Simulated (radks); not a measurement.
Values are calculated unless marked as measured or tabulated.
These are the eigenvalues of the occupied orbitals of an atom or ion with whole-number occupations (eV). Code: a radial shooting solver on a logarithmic mesh with Libxc functionals. Model: scalar-relativistic Kohn-Sham, r2SCAN, spin-polarised, spherical densities, finite nucleus; meta-GGA in the generalised Kohn-Sham scheme; Fermi nuclear charge, rms radius of each element as measured or else 0.836 A^(1/3) + 0.57 fm.

orbital  eigenvalue
1s        -26594.90
2s        -3978.701
2p        -3569.054
3s        -762.7032
3p        -627.2673
3d        -415.7827
4s        -127.6650
4p         -87.8407
4d         -30.7501

Which element is it, and in what charge state? The configuration may be excited. Open shells, if any, are filled with parallel spins first.

Answer. Z = 48, cadmium, charge +2: Cd2+ in [Kr] 4d10. The list shows which subshells hold electrons but not how many an open one holds; the 1s level, -977.34 hartree, gives Z - s = 44.2 by -(Z - s)^2/2, which with screening and relativity narrows Z to a few neighbours, and the depths of the outer levels then fix element, charge and occupations together.
